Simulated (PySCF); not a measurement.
PySCF job for BCl, SMILES [B]Cl (connectivity only; charge and spin as stated), charge +1, multiplicity 2, B3LYP/pcH-1. Geometry: B3LYP-D3(BJ)/def2-TZVPD.

```python
import numpy as np
from pyscf import gto, scf, dft
from pyscf.prop.hfc import uks as hfc
from pyscf.prop.gtensor import uks as gtensor

mol = gto.M(
    atom='''
    B     0.00000000    0.00000000   -1.23657465
    Cl    0.00000000    0.00000000    0.36369843
    ''',
    basis='pcH-1',
    charge=1,
    spin=1,
    max_memory=1600,
    verbose=3,
)
mf = dft.UKS(mol, xc='b3lyp')
mf.grids.level = 3
mf.conv_tol = 1e-10
mf.max_cycle = 100
mf.kernel()
fine, coarse = mf.grids, dft.Grids(mol).set(level=1).build(with_non0tab=True)
for _ in range(3):  # follow internal instabilities
    mf.grids = coarse
    mo, _, stable, _ = mf.stability(return_status=True, nroots=4)
    mf.grids = fine
    if stable:
        break
    mf.kernel(mf.make_rdm1(mo, mf.mo_occ))
A = hfc.HFC(mf).make_fcdip(mf.make_rdm1())  # Fermi contact and dipolar terms, MHz
print('atom   A(iso)/MHz   principal dipolar parts/MHz')
for i, a in enumerate(A):
    w = np.linalg.eigvalsh((a + a.T) / 2)
    print(f'{mol.atom_symbol(i):2s}{i + 1:3d} {w.mean():12.2f}', (w - w.mean()).round(2))
gt = gtensor.GTensor(mf)
gt.dia_soc2e, gt.para_soc2e, gt.so_eff_charge = None, None, True
gt.max_cycle_cphf = 60
g = gt.kernel()
```

Program output:

```

WARN: HOMO -0.247610961897792 >= LUMO -0.247610961897806

converged SCF energy = -484.622480052338  <S^2> = 0.75550253  2S+1 = 2.005495
<class 'pyscf.dft.uks.UKS'> wavefunction is stable in the internal stability analysis
atom   A(iso)/MHz   principal dipolar parts/MHz
B   1      1441.01 [-29.92 -29.92  59.83]
Cl  2        20.44 [-27.14 -27.14  54.27]
SOC(1e)/OZ [-8.24105796e-03 -8.24105796e-03  6.38509075e-19]
free electron g 2.00231930436182
g-tensor total [1.9940104  1.9940104  2.00222675]
g-shift (ppt) [-8.30890704 -8.30890704 -0.09255535]
```

The run converged.
